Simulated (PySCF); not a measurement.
Vertical excitations of a molecule C6H10 from TDDFT-B3LYP/def2-SVPD run with PySCF 2.14.0, as energy in eV (oscillator strength): 6.36 (0.000), 6.54 (0.005), 6.57 (0.001), 7.02 (0.022), 7.05 (0.026), 7.73 (0.050), 7.74 (0.023), 7.79 (0.004), 7.83 (0.001), 7.89 (0.028). Lowest triplet (TDA): 5.22 eV. The structure is a stationary point at PBE-D3(BJ)/def2-SVP. One conformer was computed; it need not be the lowest.

Problem. Which structure fits?
A. CC1CC=CC1
B. C1CC1C1CC1
C. C#CCCCC
D. C=CC/C=C/C

Solution. C, C#CCCCC
